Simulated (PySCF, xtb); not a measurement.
**H2InO+: which of two structures lies lower**

Structure I is a singlet given by its coordinates and structure II is a triplet given by its coordinates. Both are isolated ions in the gas phase, relaxed with B3LYP-D3(BJ)/def2-SVP.

I (Å):

| atom | x (Å) | y (Å) | z (Å) |
| --- | --- | --- | --- |
| In | -0.5027 | 1.0491 | 1.2099 |
| O | -2.0911 | 0.1618 | 0.5890 |
| H | -2.3158 | -0.7199 | 0.9370 |
| H | 0.8136 | 1.9822 | 1.6100 |

Close contacts (Å): In1–O2 1.92, In1–H4 1.66, O2–H3 0.97.

II (Å):

```json
{"atom": "In", "x (Å)": "-0.8063", "y (Å)": "0.4827", "z (Å)": "-0.8475"}
{"atom": "O", "x (Å)": "-1.0577", "y (Å)": "0.6251", "z (Å)": "1.3342"}
{"atom": "H", "x (Å)": "-1.9117", "y (Å)": "0.7123", "z (Å)": "1.7943"}
{"atom": "H", "x (Å)": "-0.3311", "y (Å)": "0.6098", "z (Å)": "1.9827"}
```

Close contacts (Å): In1–O2 2.20, O2–H3 0.97, O2–H4 0.97.

Task: Estimate E(II) − E(I) at the level CCSD(T)/def2-TZVPP.

Result: Calculated at CCSD(T)/def2-TZVPP: E(II) − E(I) = +44.9 kcal/mol, so structure I lies lower.

Level by level:

| level | geometry | E(II) − E(I) (kcal/mol) | departure from the last row (kcal/mol) | job, with rough time for the two |
| --- | --- | --- | --- | --- |
| HF/STO-3G | GFN2-xTB | +41.1 | −3.8 | single point, 1.7 s |
| r2SCAN-D4/def2-SVP | GFN2-xTB | +43.5 | −1.5 | single point, 18 s |
| B3LYP-D3(BJ)/def2-SVP | B3LYP-D3(BJ)/def2-SVP | +42.3 | −2.6 | optimisation, 28 s |
| HF/def2-TZVPP | B3LYP-D3(BJ)/def2-SVP | +14.9 | −30.1 | part of the CCSD(T) run |
| MP2/def2-TZVPP | B3LYP-D3(BJ)/def2-SVP | +44.1 | −0.8 | part of the CCSD(T) run |
| CCSD(T)/def2-TZVPP | B3LYP-D3(BJ)/def2-SVP | +44.9 |  | single point, 4 min |

None of the levels shown reverses the order. The largest departure from CCSD(T)/def2-TZVPP is that of HF/def2-TZVPP, 30.1 kcal/mol. No reliable frequencies are at hand for II, so it isn't confirmed as a minimum. At CCSD(T)/def2-TZVPP a singlet with the links of II lies below this triplet.

Open shells are spin-unrestricted. The correlated steps freeze 5 core orbitals; the filled d shell of In is correlated, in a basis made for valence electrons. Atoms past krypton carry core potentials in the def2 sets, other sets are all-electron and non-relativistic, and no spin–orbit term is included. Run with PySCF 2.14.0, xtb 6.7.1; the last row on 2 threads of Arm Neoverse V1 on a shared host.
